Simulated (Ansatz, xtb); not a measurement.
# Relative energy of two structures of GeH2NO+

Structure X is a singlet given by its coordinates and structure Y is `N[O+]=[Ge]`, a singlet. Both are isolated ions in the gas phase, relaxed with BLYP-D3(BJ)/def2-SVP; the shapes shown needn't be the lowest conformers.

X (Å):

```
atom    x (Å)    y (Å)    z (Å)
  Ge   0.9454   1.7221  -1.2075
   N   0.5645  -0.1424  -0.3226
   O  -0.0593   0.2266  -1.6011
   H   1.1538  -0.9843  -0.4547
   H  -0.1722  -0.3146   0.3855
```

Close contacts (Å): Ge1–N2 2.10, Ge1–O3 1.84, N2–O3 1.47, N2–H4 1.04, N2–H5 1.04.

Y (Å):

```xyz
5

Ge    0.1113   -0.3302    1.6476
N     0.8268    0.0354   -1.3456
O     0.3691    0.0026   -0.0266
H     0.0171   -0.2094   -1.9419
H     1.1122    1.0126   -1.5315
```

Energies in hartree; the thermal terms are from BLYP-D3(BJ)/def2-SVP harmonic frequencies (ideal gas, rigid rotor, one conformer each, 298.15 K, 1 atm) and include the zero-point energy:

|  | X | Y |
| --- | --- | --- |
| E, CCSD(T)/def2-TZVPP | −2206.291794 | −2206.268777 |
| zero-point energy | 0.029605 | 0.028380 |
| H(298 K) − E | 0.034116 | 0.033667 |
| G(298 K) − E | 0.003045 | 0.001476 |

Problem. Work out ΔE, ΔE₀, ΔH and ΔG for X → Y in kcal/mol (1 Eh = 627.51 kcal/mol) and the equilibrium ratio [Y]/[X].

Solution. 1. ΔE = −2206.268777 − (−2206.291794) = +0.023017 Eh = +14.44 kcal/mol.
2. ΔE₀ = ΔE + ΔZPE = +0.023017 + (−0.001225) Eh = +13.67 kcal/mol.
3. ΔH = ΔE + (−0.000449) Eh = +14.16 kcal/mol.
4. ΔG = ΔE + (−0.001569) Eh = +13.46 kcal/mol, so ΔS = (ΔH − ΔG)/T = +9.9 J/(mol K).
5. kT = 0.9442 mEh, so K = [Y]/[X] = exp(−ΔG/kT) = exp(−22.72) ≈ 1.4 × 10^−10.

Structure X is favoured at this temperature. An error of 1 kcal/mol in ΔG would change K by a factor of 5.4. GFN2-xTB gave ΔE the other sign. Large T1 diagnostics make the coupled-cluster value less sure. Mirror images and further conformers aren't counted.

Other levels gave ΔE = −0.9 (GFN2-xTB); +14.3 (HF/STO-3G, GFN2-xTB geometries); +11.4 (r2SCAN-D4/def2-SVP, GFN2-xTB geometries); +8.0 (BLYP-D3(BJ)/def2-SVP); +8.6 (HF/def2-TZVPP); +14.9 (MP2/def2-TZVPP) kcal/mol. The correlated steps freeze 11 core orbitals; the filled d shell of Ge is correlated, in a basis made for valence electrons. Programs: Ansatz 0.2.0, xtb 6.7.1.
